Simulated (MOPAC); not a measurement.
Si-O bond lengths (Å) of neutral closed-shell molecules, written as SMILES: in each the longest such bond at B3LYP-D3(BJ)/def2-TZVP (Ansatz), beside the same bond after optimisation at PM7 (MOPAC) from that structure, whose symmetry is kept, so that a structure may be a saddle point there. B3LYP-D3(BJ)/def2-TZVP serves to compare with and is no measurement.

The rows were drawn at random among computed neutral closed-shell members with both values; the withheld row is one of them. Species whose geometry shows other bonds than their SMILES are left out. Runs that failed or changed their bonding are left out, and none for the size of its difference.

```json
[
 {"species": "O=[Si]=O [dioxosilane]", "PM7 (MOPAC) (x)": "1.383", "B3LYP-D3(BJ)/def2-TZVP (y)": "1.510"},
 {"species": "[SiH](C)(C)OC=O [dimethylsilyl formate]", "PM7 (MOPAC) (x)": "1.631", "B3LYP-D3(BJ)/def2-TZVP (y)": "1.712"},
 {"species": "O[Si](F)(O)F [difluoro(dihydroxy)silane]", "PM7 (MOPAC) (x)": "1.559", "B3LYP-D3(BJ)/def2-TZVP (y)": "1.621"},
 {"species": "[Si](O)(O)(C=C)O [ethenyl(trihydroxy)silane]", "PM7 (MOPAC) (x)": "1.598", "B3LYP-D3(BJ)/def2-TZVP (y)": "1.648"},
 {"species": "O[Si]([SiH3])(O)O", "PM7 (MOPAC) (x)": "1.604", "B3LYP-D3(BJ)/def2-TZVP (y)": "1.652"},
 {"species": "[SiH3]OCO[SiH3] [silyloxymethoxysilane]", "PM7 (MOPAC) (x)": "1.592", "B3LYP-D3(BJ)/def2-TZVP (y)": "1.659"},
 {"species": "[Si](O)(C)(O)C", "PM7 (MOPAC) (x)": "1.596", "B3LYP-D3(BJ)/def2-TZVP (y)": "1.659"}
]
```

**Question.** Fit y = a + b·x by least squares, and use it for O[Si]([SiH3])([SiH3])[SiH3], where PM7 (MOPAC) gives 1.617 Å.

**Answer.** Means: x 1.56614, y 1.63729. Sums about the means: Sxx 0.041807, Sxy 0.030382. Slope b = Sxy/Sxx = 0.7267, intercept a = mean y - b·mean x = 0.4992; the rows scatter about the line by 0.0133 (root mean square), r² = 0.95. A constant shift would give 1.688 Å. Prediction for O[Si]([SiH3])([SiH3])[SiH3]: 1.674 Å. The length at B3LYP-D3(BJ)/def2-TZVP is 1.673 Å, so the fit misses by +0.001 Å, against -0.056 Å without it. The fit is meant for species like these alone.
